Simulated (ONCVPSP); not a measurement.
**calcium (Ca): ONCV pseudisation with revPBE, scalar-relativistic reference atom.**

ONCVPSP 4.0.1 input, shortened (lines: element, Z, core and valence counts, functional; n l f; lmax; l rc ep ncon nbas qcut; lloc lpopt rc5 dvloc0; l nproj debl; icmod fcfact rcfact), revPBE, scalar-relativistic:

```
  Ca 20.00    3    2  -102130      upf
    1    0    2.00
    2    0    2.00
    2    1    6.00
    3    0    2.00
    3    1    6.00
    2
    0    1.20    0.00    4    8    5.30
    1    1.40    0.00    4    8   12.40
    2    1.20    0.05    3    6    8.20
    2    5    1.20    0.00
    0    2    4.00
    1    3    1.40
    2    0    2.90
    2    0.45    1.15
```

In the p channel the program set the typed energies aside and used -1.581, 0.250, 1.650 Ha.

* Cutoffs needed: 104 Ha and 126 Ha (the cutoffs (Ha) at which the residual kinetic energy of the hardest occupied pseudo-wave falls to 1 and 0.1 mHa per electron)
* Ghost test: ghosts flagged at negative energy: s at -1664.2 eV; no localised positive-energy state flagged; a true bound ghost makes a file unfit for plane-wave use
* Configuration tests: 1 of 4 tests not solved or not reliable
* rms error of d²Exc/dni dnj: 1.43 mHa without and 0.91 mHa with the model core
